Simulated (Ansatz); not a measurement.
A structure relaxed at PBE-D4/def2-SVP in Ansatz, charge -1, singlet:

```tsv
atom	x (Å)	y (Å)	z (Å)
Al1	3.119	2.119	-0.146
Al2	-2.529	-1.954	-1.233
Al3	3.417	-0.653	-0.761
Al4	-0.274	-0.898	-1.790
Al5	2.459	1.154	-2.780
Al6	0.439	0.305	1.905
Al7	-3.039	0.350	0.470
Al8	-4.127	-2.743	1.535
Sb9	-3.115	-0.063	3.116
Sb10	-0.602	1.327	-0.393
Sb11	-4.963	-1.088	-0.701
Sb12	4.977	1.287	-1.873
Sb13	2.014	-1.511	-2.922
Sb14	-1.355	-1.877	1.252
Sb15	1.190	3.244	-1.662
Sb16	-0.713	0.780	4.232
Sb17	3.101	0.221	1.751
```

Task: Give its formula.

Result: the cluster Al₈Sb₉⁻ (the lowest singlet isomer of a short search).

Task: Summarise the bond lengths by kind (pairs closer than 1.2 times the sum of covalent radii, bridged metal pairs left out).

Result: 23 × Al–Sb 2.63 to 2.92 Å; 3 × Sb–Sb 2.78 to 3.14 Å; 1 × Al–Al 2.55 Å.

In the def2 sets Sb takes a core potential; there is no spin–orbit coupling. The structure comes from a short search, and lower isomers may exist.
